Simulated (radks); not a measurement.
Results of a calculation; reference values are marked as such.
Polarisability of the gadolinium ion Gd2+, [Xe] 4f7 5d1, at imaginary frequency. Level of theory: non-relativistic Kohn-Sham, LDA (Slater exchange, Perdew-Wang correlation), spin-polarised, spherical densities, point nucleus; open shells are filled with parallel spins first (spin-orbit coupling, left out, can overturn this in heavy ions); relativity is left out, which matters for an element this heavy (a radial shooting solver on a logarithmic mesh with Libxc functionals). Response by self-consistent Sternheimer equations with the Hartree and adiabatic LDA kernel.

w (hartree),alpha1(iw) (bohr^3)
0.00266,12.37
0.0143,12.35
0.0360,12.25
0.0697,11.94
0.118,11.29
0.186,10.30
0.280,9.073
0.413,7.735
0.605,6.299
0.892,4.769
1.35,3.237
2.12,1.907
3.59,0.9496
6.94,0.3726
17.5,0.08831

Static values: alpha1 = 12.37 bohr^3 (1.833 angstrom^3; uncoupled 18.73). C6 = 74.02, triple-dipole C9 = 585.5 atomic units. One-pole (London) frequency 4 C6 / (3 alpha1^2) = 0.645 hartree, against 0.603 for minus the highest occupied eigenvalue. The dipole shielding factor is 0.969, as the force sum rule N/Z = 0.969 demands.
